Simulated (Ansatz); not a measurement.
C$_{2}$H$_{7}$AlF$_{3}$N (`C[NH+](C)[Al-]([F])([F])[F]`), 14 atoms. The species carries charge 0 and has multiplicity 1. All runs use 4 threads of an Arm Neoverse V2 on a shared host. Correlated methods freeze the cores.

(1) How many basis functions does each run have, and how long does it take in Ansatz? RKS PBE0-D4/def2-TZVP frequencies; direct RPA on PBE orbitals/def2-TZVPP energy; RKS ωB97M-V/def2-QZVPP energy; RKS PBE0-D4/def2-TZVP relaxation (7 steps); RKS PBE-QIDH (frozen core)/def2-TZVPP energy; RKS revPBE-D4/def2-TZVPP energy; RKS ωB97M-V/def2-SVP energy; RKS r2SCAN0-D4/def2-TZVPP energy; RHF-MP2/def2-QZVPP energy; RKS ωB97X-V/def2-TZVPP energy; RKS PBE0-D4/def2-QZVPP energy; RKS PBE0-D4/def2-SVP energy. (An estimate is asked.)

Results:

(1) Computed: Other jobs shared the machine, so times are rough.

| level | job | functions | wall time | peak host memory (GiB) |
| --- | --- | --- | --- | --- |
| RKS PBE0-D4/def2-SVP | energy | 137 | 2.1 s | 0.39 |
| RKS revPBE-D4/def2-TZVPP | energy | 326 | 4.1 s | 0.53 |
| RKS ωB97M-V/def2-SVP | energy | 137 | 8.5 s | 0.52 |
| RKS r2SCAN0-D4/def2-TZVPP | energy | 326 | 11 s | 1.1 |
| RKS PBE-QIDH (frozen core)/def2-TZVPP | energy | 326 | 13 s | 1.2 |
| direct RPA on PBE orbitals/def2-TZVPP | energy | 326 | 13 s | 1.1 |
| RKS ωB97X-V/def2-TZVPP | energy | 326 | 15 s | 1.3 |
| RKS PBE0-D4/def2-QZVPP | energy | 622 | 21 s | 2.8 |
| RKS ωB97M-V/def2-QZVPP | energy | 622 | 42 s | 3.4 |
| RKS PBE0-D4/def2-TZVP | relaxation (7 steps) | 265 | 54 s | 0.87 |
| RHF-MP2/def2-QZVPP | energy | 622 | 62 s | 5.9 |
| RKS PBE0-D4/def2-TZVP | frequencies | 265 | 7.1 min | 0.88 |
